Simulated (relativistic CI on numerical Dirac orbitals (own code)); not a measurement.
## Mn2+ in a cubic cluster: 2p photoemission with charge transfer

Computed with a charge-transfer multiplet model of a cubic metal-ligand cluster with up to one ligand hole, Slater and spin-orbit integrals from Dirac-Coulomb-Breit ions, Slater integrals scaled by 0.8. The ground state mixes d5 with configurations of k ligand holes L, whose averages lie at kΔ + k(k − 1)U_dd/2; a core hole lowers each added d electron by U_cd. 20 K, Lorentzian 0.6 eV and Gaussian 0.8 eV FWHM.

Atomic integrals in eV (Slater integrals scaled, ζ unscaled), ground: F2dd 8.204, F4dd 5.095, zeta_d 0.037; with the core hole: F2dd 9.718, F4dd 6.082, zeta_d 0.060, zeta_core 6.788, F2cd 5.619, G1cd 4.209, G3cd 2.391.

Cluster parameters (eV): U_dd = 6.2, U_cd = 7.5, 10Dq = 1.1, 10Dq(ligand) = 0.7, V(eg) = 1.9, V(t2g) = -0.95, final-state hopping factor = 1.

```
      Case   n_d    d5   d6L     S
Δ = 3.1 eV  5.18  0.82  0.18  2.50
Δ = 4.1 eV  5.15  0.85  0.15  2.50
Δ = 6.1 eV  5.10  0.90  0.10  2.50
```

Weights, n_d and S are thermal averages at 20 K. Binding energies count from the first peak over 30 % of the highest in each spectrum, which can be another peak from case to case. The parameters are a model scan and need not match a compound or its usual spin state. Peaks in eV (height, largest 100):
- Δ = 3.1 eV: 0.0 (100), 6.5 (37), 11.7 (51), 12.7 (50), 18.4 (15), 19.5 (16)
- Δ = 4.1 eV: 0.0 (100), 6.4 (34), 11.7 (49), 12.7 (50), 18.2 (13), 19.2 (14)
- Δ = 6.1 eV: 0.0 (100), 0.9 (84), 6.6 (24), 11.9 (47), 12.9 (50), 18.3 (8), 19.3 (9)

Curve for Δ = 4.1 eV (points under 2 left out, the grid thinned):

(E (eV), Intensity): (-3.5, 2.0), (-2.9, 2.8), (-2.3, 4.3), (-1.7, 7.8), (-1.1, 20.5), (-0.6, 58.4), (0.0, 100.0), (0.6, 83.3), (1.2, 76.5), (1.8, 64.3), (2.4, 41.5), (3.0, 26.4), (3.6, 19.6), (4.2, 18.2), (4.7, 17.5), (5.3, 17.3), (5.9, 26.9), (6.5, 33.0), (7.1, 26.4), (7.7, 23.5), (8.3, 18.6), (8.9, 13.0), (9.5, 10.4), (10.0, 11.4), (10.6, 18.4), (11.2, 38.3), (11.8, 48.5), (12.4, 47.3), (13.0, 46.9), (13.6, 27.6), (14.2, 15.7), (14.7, 11.5), (15.3, 9.2), (15.9, 7.5), (16.5, 6.4), (17.1, 6.7), (17.7, 10.3), (18.3, 12.8), (18.9, 12.7), (19.5, 12.8), (20.0, 7.2), (20.6, 3.4), (21.2, 2.2), (22.2, 2.1), (22.8, 2.1)

For the case Δ = 6.1 eV, Δ = 6.1 eV is smaller than U_dd = 6.2 eV, the charge-transfer side of the Zaanen-Sawatzky-Allen scheme. With the core hole the configuration with one ligand hole lies at Δ − U_cd = -4.4, -3.4, -1.4 eV from the one without, in the order of the table; where this is negative the screened configuration lies lower, though the effective hopping of about 3.1 eV (from the holes of the mixed ground state) mixes the two strongly wherever it is as large as the gap.

With at most 1 ligand hole the space is cut while the next configuration still counts, so covalency is underestimated, and a final configuration with one more ligand hole, which can lie low, is missing from the spectra.
